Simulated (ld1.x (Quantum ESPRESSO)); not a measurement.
Logarithmic derivatives: Mn (Z = 25), ultrasoft

ld1.x (Quantum ESPRESSO) 7.5 input, shortened:

```
&input
   title='Mn', zed=25., rel=2, dft='PZ', iswitch=3,
   config='[Ar] 3d5 4s1 4p1', rel_dist='average'
 /
 &inputp
   pseudotype=3, tm=.true., lloc=-1, rcloc=2.05,
   nlcc=.false.,
   which_augfun='PSQ', rmatch_augfun_nc=.true.
 /
6
4S  1  0   1.00   0.00  2.10  2.35  0.0
4S  1  0   0.00   0.80  2.10  2.35  0.0
3P  2  1   6.00   0.00  1.25  1.45  0.0
4P  3  1   1.00   0.00  1.25  1.45  0.0
3D  3  2   5.00   0.00  1.80  2.05  0.0
3D  3  2   0.00   3.60  1.80  2.05  0.0
 &test
   configts(1)='3p6 3d5 4s1 4p1'
 /
```

Open shells are filled in proportion to 2j + 1 (rel_dist='average').

The phase is arctan(r·u′/u) with u = r·R(r), unwrapped; energies in Ry, scanned from -6 to 5 Ry. A pole is an energy at which the radial function vanishes at the test radius. The pseudo phase is shifted by a multiple of π to meet the all-electron one at the reference energy, and phase errors are pseudo minus all-electron; the curves can meet again beyond the range given. Levels narrower than the energy grid can be missing from the lists of poles.

```tsv
channel	radius (bohr)	reference energy (Ry)	poles, all-electron	poles, pseudo	unbroken range about the reference energy with phases within 0.05 rad	phase error 1 Ry above the reference energy (rad)
s	2.55	-0.46	1.71	1.71, 3.72	below 3.3	-0.000
p1/2	2.55	-0.17	-4.16, 2.67	-4.16, 2.67	the whole range	+0.000
p3/2	2.55	-0.16	-4.07, 2.72	-4.07, 2.72	the whole range	+0.000
d3/2	2.55	-0.63	-0.47, 4.35	-0.47, 4.39	below 0.7	+0.032
d5/2	2.55	-0.63	-0.46, 4.36	-0.46, 4.40	below 0.7	+0.032
```

Phases in the p3/2 channel:

```
E (Ry)  all-electron  pseudo
 -6.00         1.399   1.399
 -5.48         1.389   1.389
 -4.96         1.375   1.375
 -4.44         1.345   1.345
 -3.92        -1.734  -1.734
 -3.40        -1.787  -1.787
 -2.88        -1.816  -1.816
 -2.36        -1.849  -1.849
 -1.84        -1.895  -1.895
 -1.32        -1.967  -1.967
 -0.80        -2.099  -2.099
 -0.28        -2.404  -2.404
  0.24        -3.257  -3.257
  0.76        -4.132  -4.132
  1.28        -4.450  -4.450
  1.80        -4.588  -4.588
  2.32        -4.668  -4.668
  2.84        -4.724  -4.724
  3.36        -4.771  -4.770
  3.88        -4.816  -4.815
  4.40        -4.866  -4.865
  4.92        -4.932  -4.930
```
